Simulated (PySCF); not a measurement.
**Core-level binding energies of `[CH3][Ge@H]1[CH2][C@@H](F)[CH2]1`**

Compound: C₄H₉FGe.
Numbering: `[CH3:1][Ge@H:2]1[CH2:3][C@@H:4]([F:5])[CH2:6]1`

Level of theory: delta-SCF UKS SCAN, pcX-2 on the ionised atom, pcseg-1 elsewhere, spin-free X2C in PySCF 2.14.0. Binding energies are ΔSCF values: E(core-ionised, relaxed orbitals) − E(ground state) at a fixed geometry, referred to the vacuum level.

Problem. What binding energy does each computed site have?

Solution. 
```csv
atom(s),environment,level,binding energy (eV),above the level's lowest (eV),count
F5,alkyl fluorine,F 1s,691.92,0.00,1
C4,sp3 C–F carbon,C 1s,292.74,+2.78,1
C1,sp3 carbon bound to germanium,C 1s,290.15,+0.19,1
C3/C6,sp3 carbon bound to germanium,C 1s,289.96,0.00,2
```

Lowest listed C 1s: C3/C6, bonded to C, 2 H and Ge. Highest, 2.78 eV above it: C4, bonded to F, 2 C and H. The widest gap between neighbouring values is 2.59 eV, between 290.15 and 292.74 eV. Summing the Pauling electronegativity differences to the bonded atoms, each weighted by its formal bond order, gives -1.24 for the lowest site and +1.08 for the highest; no listed site has a larger sum than the highest. The smallest sum, -1.59, belongs to C1, 0.19 eV above the lowest.

Problem. Which photon wavelength matches the C 1s of C4 threshold?

Solution. λ = hc/E = 12398.42 eV Å / 292.74 eV = 42.353 Å.

Topologically equivalent atoms share the value of their first member; where this conformer doesn't relate them by symmetry, their own values could differ. No level of germanium is listed. The structure is a single PBE0-D3(BJ)/def2-SVP conformer in the gas phase; no vibrational or solvent corrections.

The run took 31 s wall on Arm Neoverse V2, one thread, on a shared host, and the process peaked at 0.65 GiB of memory.
